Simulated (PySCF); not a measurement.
# Electronic absorption of C4H11PSi

C₄H₁₁PSi.
Z-matrix (Å and degrees, GFN2-xTB geometry), rows numbered from 1:
```
C 
C   1  1.5265
C   2  1.5095  1  110.43
P   3  1.8478  2  122.01  1   161.88
C   3  1.5012  2  119.91  1    82.09
Si  5  1.8865  3  119.91  4   110.23
H   1  1.0876  2  110.50  3  -179.33
H   1  1.0879  2  110.32  3    60.62
H   1  1.0880  2  110.43  3   -59.06
H   2  1.0932  1  109.53  3  -121.11
H   2  1.0936  1  109.57  3   120.80
H   3  1.0883  2  112.88  1   -58.80
H   4  1.4040  3   94.99  5    92.16
H   5  1.0863  3  114.69  4  -105.05
H   6  1.4626  5  109.06  3   -36.10
H   6  1.4623  5  109.31  3  -157.25
H   6  1.4671  5  107.34  3    83.08
```

Level of theory: TDDFT wB97X-D/def2-SVPD, vertical, gas phase, core orbitals frozen in the response in PySCF.

Problem. List the vertical singlet excitations with oscillator strengths and describe the spectrum.

Solution. 

```json
{"state": "S1", "E (eV)": "6.26", "E (kJ/mol)": "604", "λ (nm)": "198.0", "f": "0.031", "main configurations (H = HOMO, L = LUMO)": "H→L (85%)"}
{"state": "S2", "E (eV)": "6.62", "E (kJ/mol)": "638", "λ (nm)": "187.4", "f": "0.027", "main configurations (H = HOMO, L = LUMO)": "H→L+1 (45%), H-1→L (31%)"}
{"state": "S3", "E (eV)": "6.87", "E (kJ/mol)": "663", "λ (nm)": "180.5", "f": "0.034", "main configurations (H = HOMO, L = LUMO)": "H-1→L+1 (67%)"}
{"state": "S4", "E (eV)": "7.18", "E (kJ/mol)": "693", "λ (nm)": "172.7", "f": "0.135", "main configurations (H = HOMO, L = LUMO)": "H-1→L (46%), H→L+1 (19%), H→L+3 (16%)"}
{"state": "S5", "E (eV)": "7.51", "E (kJ/mol)": "725", "λ (nm)": "165.0", "f": "0.064", "main configurations (H = HOMO, L = LUMO)": "H→L+3 (58%), H→L+1 (14%)"}
{"state": "S6", "E (eV)": "7.67", "E (kJ/mol)": "740", "λ (nm)": "161.7", "f": "0.149", "main configurations (H = HOMO, L = LUMO)": "H→L+5 (57%), H-1→L+3 (11%)"}
{"state": "S7", "E (eV)": "7.82", "E (kJ/mol)": "755", "λ (nm)": "158.5", "f": "0.039", "main configurations (H = HOMO, L = LUMO)": "H-1→L+3 (47%), H→L+5 (16%), H-2→L (9%)"}
{"state": "S8", "E (eV)": "7.91", "E (kJ/mol)": "763", "λ (nm)": "156.7", "f": "0.039", "main configurations (H = HOMO, L = LUMO)": "H-2→L (36%), H-1→L+5 (35%), H-1→L+3 (8%)"}
```

Triplets, Tamm–Dancoff:

| state | E (eV) | λ (nm) | main configurations (H = HOMO, L = LUMO) |
| --- | --- | --- | --- |
| T1 | 5.29 | 234.4 | H→L (66%), H→L+1 (21%) |
| T2 | 5.52 | 224.8 | H-1→L (76%) |
| T3 | 5.92 | 209.4 | H→L+1 (32%), H→L+5 (13%), H→L (12%) |

The lowest singlet lies at 6.26 eV (198 nm, vacuum ultraviolet) and is of moderate strength; its leading configuration is HOMO→LUMO (85%). The most intense listed level is S6 at 7.67 eV (162 nm, f = 0.149), 1.41 eV above S1. Löwdin shares by element: HOMO phosphorus 45%, carbon 30% or more, silicon 5% (atoms not listed hold the other 19%); LUMO phosphorus 32%, carbon 16% or more, silicon 14%, hydrogen 7% or more (atoms not listed hold the other 30%). Weighted by f, the mean energy of these states is 7.36 eV. The oscillator strengths of these states sum to 0.518; summed over the whole spectrum of an exact calculation they would give the number of electrons, 64 (Thomas–Reiche–Kuhn). Of the 8 states listed, 8 reach f = 0.01 and none stays under 0.0005. Only the lowest 8 singlets were computed, as vertical energies without vibronic structure.

Rough CPU time on one thread of a shared machine: about 2.3 min (with the writing of density and orbital grids).

One conformer stands for the species.
